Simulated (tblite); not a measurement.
Compound: C₅H₁₁ClOSi₂.
SMILES with atom numbers: `[SiH3:1][O:2][C@@H:3]1[CH:4]=[CH:5][C@@H:6]([Cl:7])[C@@H:8]1[SiH3:9]` (hydrogens: H10, H11, H12 on Si1; H13 on C3; H14 on C4; H15 on C5; H16 on C6; H17 on C8; H18, H19, H20 on Si9)

Structure optimised with GFN2-xTB, isolated species.

(1) List the bond lengths, angles and torsions at this level.

## Answers

(1) 
| bond | length (Å) | order |
| --- | --- | --- |
| Si1–O2 | 1.626 | single |
| O2–C3 | 1.405 | single |
| C3–C4 | 1.502 | single |
| C4=C5 | 1.323 | double |
| C5–C6 | 1.490 | single |
| C6–Cl7 | 1.815 | single |
| C6–C8 | 1.520 | single |
| C8–Si9 | 1.914 | single |
| C3–C8 | 1.530 | single |
| Si1–H10, Si1–H12 | 1.467 | single |
| Si1–H11 | 1.453 | single |
| C3–H13 | 1.100 | single |
| C4–H14 | 1.075 | single |
| C5–H15 | 1.076 | single |
| C6–H16 | 1.090 | single |
| C8–H17 | 1.089 | single |
| Si9–H18, Si9–H20 | 1.458 | single |
| Si9–H19 | 1.471 | single |

Bonds in one row agree within 0.01 Å and their mean is given. Orders are formal, as drawn. A selection of angles:
| angle | degrees |
| --- | --- |
| O2–Si1–H10 | 109.9 |
| O2–Si1–H11 | 99.3 |
| O2–Si1–H12 | 111.6 |
| H10–Si1–H11 | 114.2 |
| H10–Si1–H12 | 108.2 |
| Si1–O2–C3 | 128.6 |
| O2–C3–C4 | 112.7 |
| O2–C3–C8 | 108.4 |
| O2–C3–H13 | 108.9 |
| C4–C3–C8 | 103.3 |
| C4–C3–H13 | 110.1 |
| C8–C3–H13 | 113.4 |
| C3–C4–C5 | 111.9 |
| C3–C4–H14 | 121.1 |
| C5–C4–H14 | 127.0 |
| C4–C5–C6 | 111.3 |
| C4–C5–H15 | 126.8 |
| C6–C5–H15 | 121.7 |
| C5–C6–Cl7 | 107.6 |
| C5–C6–C8 | 104.1 |
| C5–C6–H16 | 114.6 |
| Cl7–C6–C8 | 111.3 |
| Cl7–C6–H16 | 104.4 |
| C8–C6–H16 | 114.7 |
| C6–C8–Si9 | 112.2 |
| C6–C8–H17 | 111.2 |
| Si9–C8–H17 | 110.0 |
| C3–C8–C6 | 105.4 |
| C3–C8–Si9 | 105.9 |
| C3–C8–H17 | 111.9 |
| C8–Si9–H18 | 110.4 |
| C8–Si9–H19 | 105.0 |
| H18–Si9–H19 | 108.8 |
| H18–Si9–H20 | 113.8 |
| H19–Si9–H20 | 108.1 |

Dihedral angles: Si1–O2–C3–C4 -77° (synclinal); O2–C3–C4–C5 -127° (anticlinal); C3–C4–C5–C6 -3° (synperiplanar); C4–C5–C6–Cl7 -104° (anticlinal); C5–C6–C8–Si9 95° (anticlinal); O2–C3–C8–C6 138° (anticlinal).

Si1 (oxygen-bound silicon) is distorted tetrahedral (angles from 99.3° to 114.2°). O2 (silyl ether oxygen) is bent (angle 128.6°). The 5 C–C bonds span 1.323 Å (C4=C5, drawn double) to 1.530 Å (C3–C8, drawn single), a spread of 0.207 Å. Of the pairs four or more bonds apart, Si1···Si9 is among the closest relative to their van der Waals radii: 4.09 Å, 97 % of the sum of Bondi's values. Si9 (SiH3 silicon) is distorted tetrahedral (angles from 105.0° to 113.8°). The 5-membered ring C3–C4–C5–C6–C8 has internal angles of 103.3° to 111.9° (sum 536°, against 540° for a flat polygon); it is puckered, 0.09 Å rms from its mean plane, widest ring torsion 20°.

Point group: C1 (no symmetry element, even within 0.4 Å). Its GFN2-xTB frequencies are all real (lowest 36 cm⁻¹). One conformer, not necessarily the lowest. 3 starts were optimised and ended at 0.00, 0.00 and 0.02 kcal/mol (GFN2-xTB); the lowest of these is shown.

On one thread of an Arm Neoverse V1, no GPU (shared host), this took 2.1 s wall. That covers the optimisation of the geometry.

All values are computed, not measured.
